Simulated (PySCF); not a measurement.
SiBr₂, SMILES Br[Si]Br (connectivity only; charge and spin as stated), neutral, multiplicity 1.

The structure is a stationary point at B3LYP-D3(BJ)/def2-TZVP. The isomer is the one that the SMILES or the coordinates give; other isomers of the formula were not compared.

Method: PBE/def2-TZVPD run with PySCF.

Gas-phase values at a fixed geometry.

Computed frontier levels, gap, dipole moment and polarisability:
```json
{
 "highest_occupied_level": "-6.57 eV",
 "lowest_empty_level": "-3.89 eV",
 "orbital_gap": "2.68 eV",
 "dipole_moment": "0.83 D",
 "quadrupole, principal values (traceless, Buckingham form, about the centre of nuclear charge)": "-2.55, 0.50, 2.05 D·Å",
 "mean_static_polarisability": "79.3 bohr³ (11.76 Å³)",
 "polarisability_principal_values": "57.3, 76.3, 104.4 bohr³"
}
```
